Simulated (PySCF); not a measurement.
**Computed structure and properties of [Pr(SH)2]+**

System: [Pr(SH)2]+ (singlet in the valence; each metal's 4f electrons, 2 of them, lie in its core potential, out of spins and levels); start: template (C2). Method: PySCF 2.14.0, RKS PBE0, Pr lcecp-1-SVP with ECP48, S def2-SVP, H def2-SVP; non-relativistic Hamiltonian with scalar-relativistic core potentials where named; density fitting; no spin-orbit coupling.

Input of the relaxation:

```python
mol = gto.M(atom='''
Pr     0.00000    -0.00000    -0.35332
S      2.54500    -0.00000     0.78568
H      3.35920    -0.33650    -0.22572
S     -2.54500     0.00000     0.78568
H     -3.35920     0.33650    -0.22572''',
    basis={'Pr': 'lcecp-1-SVP', 'S': 'def2-SVP', 'H': 'def2-SVP'},
    ecp={'Pr': 'lcecp-1-SVP'},
    charge=1, spin=0)
mf = dft.RKS(mol, xc='PBE0')
mf.grids.atom_grid = (50, 194)  # f atoms: unpruned, at least (60, 302)
mf = mf.density_fit()  # fitting sets: Pr AutoAux, S def2-universal-JKFIT, H def2-universal-JKFIT
mf.conv_tol = 1e-08; mf.max_cycle = 55
mf.kernel(dm0)  # dm0: converged density of the start geometry
# quasi-Newton relaxation in Cartesian coordinates to a largest gradient under 0.00045 Eh/bohr, steps kept in the point group
```

Run from Python with OMP_NUM_THREADS=2; the lines above give its settings. Where DIIS fails, smearing, a level shift and second-order steps follow.
It took 22 s on 2 threads of Arm Neoverse V1 (shared host), from the converged density of the start.

Course of the relaxation:

```json
{"step": "0", "energy above end (eV)": "0.6635", "largest force component within the symmetry (eV/Å)": "1.761"}
{"step": "1", "energy above end (eV)": "0.3840", "largest force component within the symmetry (eV/Å)": "0.952"}
{"step": "2", "energy above end (eV)": "0.1540", "largest force component within the symmetry (eV/Å)": "0.580"}
{"step": "3", "energy above end (eV)": "0.0722", "largest force component within the symmetry (eV/Å)": "0.443"}
{"step": "4", "energy above end (eV)": "0.0145", "largest force component within the symmetry (eV/Å)": "0.248"}
{"step": "5", "energy above end (eV)": "0.0044", "largest force component within the symmetry (eV/Å)": "0.192"}
{"step": "6", "energy above end (eV)": "0.0004", "largest force component within the symmetry (eV/Å)": "0.017"}
{"step": "7", "energy above end (eV)": "0.0001", "largest force component within the symmetry (eV/Å)": "0.019"}
{"step": "8", "energy above end (eV)": "0.0000", "largest force component within the symmetry (eV/Å)": "0.022"}
```

Relaxed geometry (C2, nearly C2v):

```xyz
5

Pr    0.0000    0.0000   -0.8087
S     1.9533   -0.0950    0.8568
H     2.9397   -0.2231   -0.0692
S    -1.9533    0.0950    0.8568
H    -2.9397    0.2231   -0.0692
```

```json
{"contact": "Pr1–S2 (SH)", "Å": "2.569"}
{"contact": "Pr1–S4 (SH)", "Å": "2.569"}
```

On the finer grid (75, 302):

| Property | Result |
| --- | --- |
| HOMO | -11.96 eV |
| LUMO | -7.14 eV |
| Dipole about the centre of mass | 7.90 D |
| Set of Mulliken populations of Pr1 outside the core potential | s 2.22, p 6.14, d 1.45, f 0.04 |
| D3(BJ) dispersion energy (not in the energies) | -0.119 eV |

| atom | Mulliken (e) | Löwdin (e) | spin (e) |
| --- | --- | --- | --- |
| Pr1 | 1.15 | 0.62 | 0.00 |
| S2 | -0.22 | 0.15 | 0.00 |
| H3 | 0.14 | 0.05 | 0.00 |
| S4 | -0.22 | 0.15 | 0.00 |
| H5 | 0.14 | 0.05 | 0.00 |

The 4f levels lie in the core potential and are missing. Their spin isn't counted.

On the grid (50, 194), as all that follows. Harmonic modes: a minimum within the noise of the softest modes; lowest 56 cm⁻¹ (negative: unstable), highest 2663 cm⁻¹, zero-point energy 0.441 eV.

Taking off one SH (charge -1, singlet; the rest: singlet) in vacuum, both parts rigid, costs 13.96 eV; the small basis without counterpoise inflates it. Most of it is the attraction of opposite charges; other ways to part are cheaper, and one spin state was tried for the rest.

Rigid scan of SH along the line from its metal:

(distance to S2 (Å), energy (eV)): (2.27, 0.779), (2.37, 0.305), (2.47, 0.067), (2.57, 0.000), (2.67, 0.054), (2.77, 0.192), (2.97, 0.622), (3.27, 1.418), (3.67, 2.454), (4.17, 3.497)

One start shape was tried, so this needn't be the lowest isomer.

An lcecp potential fixes the number of 4f electrons, so in runs with it no electron can move into or out of that shell.
